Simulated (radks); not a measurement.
Values are calculated unless marked as measured or tabulated.
Numerical settings for the zinc ion Zn+, [Ar] 3d10 4s1. Code: a radial shooting solver on a logarithmic mesh with Libxc functionals. Model: scalar-relativistic Kohn-Sham, r2SCAN, spin-unpolarised, spherical densities, finite nucleus; meta-GGA in the generalised Kohn-Sham scheme; Fermi nuclear charge, rms radius 3.9283 fm. The defaults (mesh step 0.008 in ln r, mesh end at 40 bohr or more with all orbitals vanishing there, Anderson mixing 0.5 over 9 steps, residual threshold near 1e-9 with the energy settled to 1e-9 hartree or 1e-11 of itself, here a cap of 83 iterations) give E = -1795.931 hartree and 4s at -13.873 eV in 15 iterations. Run on one thread of a shared host, so times are rough (Arm Neoverse N1): 0.12 s of CPU time, 0.12 s wall, 15 iterations on 2259 mesh points. Changes against that run (0 stands for a change within the tolerance of the run):

mesh step in ln r 0.2: iterations 4; converged no; E (mhartree) diverged; CPU (s) 0.01
mesh step in ln r 0.03: iterations 13; converged yes; E (mhartree) +0.00867; e(4s) (meV) 0; CPU (s) 0.04
mesh step in ln r 0.08: iterations 5; converged no; E (mhartree) diverged; CPU (s) 0.02
mesh end (bohr) 20: iterations 15; converged yes; E (mhartree) 0; e(4s) (meV) 0; CPU (s) 0.12
mesh end (bohr) 400: iterations 15; converged yes; E (mhartree) 0; e(4s) (meV) 0; CPU (s) 0.13
residual threshold 0.001: iterations 11; converged yes; E (mhartree) 0; e(4s) (meV) -0.295; CPU (s) 0.1
residual threshold 1e-05: iterations 13; converged yes; E (mhartree) 0; e(4s) (meV) -0.0114; CPU (s) 0.11
mixing 1.5: iterations 18; converged yes; E (mhartree) 0; e(4s) (meV) 0; CPU (s) 0.15
linear mixing, mixing 0.05: iterations 83; converged no; E (mhartree) +1.05; e(4s) (meV) -67.2; CPU (s) 0.56
linear mixing, mixing 0.5: iterations 83; converged no; E (mhartree) 0; e(4s) (meV) 0; CPU (s) 0.38
mixing history 20: iterations 16; converged yes; E (mhartree) 0; e(4s) (meV) +0.00304; CPU (s) 0.13
iteration cap 2: iterations 2; converged no; E (mhartree) +897; e(4s) (meV) -1.31e+04; CPU (s) 0.02

No run marked as converged misses the energy by more than 1 mhartree. A mesh that ends early acts as a hard wall.
